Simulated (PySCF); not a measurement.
NTi, SMILES [N]#[Ti] (connectivity only; charge and spin as stated), neutral, multiplicity 2.

Geometry: PBE0-D3(BJ)/def2-TZVPD. The multiplicity is an assumed one; other spin states were not compared.

Two levels are set side by side: PBE/def2-TZVPD (PySCF) and B3LYP/def2-TZVPD (PySCF). Same geometry, gas phase. Differences are taken from unrounded values.

```csv
quantity,B3LYP,PBE,PBE minus B3LYP
α-spin orbital gap (eV),1.99,0.40,-1.59
β-spin orbital gap (eV),4.24,2.44,-1.80
dipole moment (D),3.42,3.57,0.15
```

Rough cost on one machine, each run with all the roots and properties that it gave: B3LYP against PBE within a factor of 2.
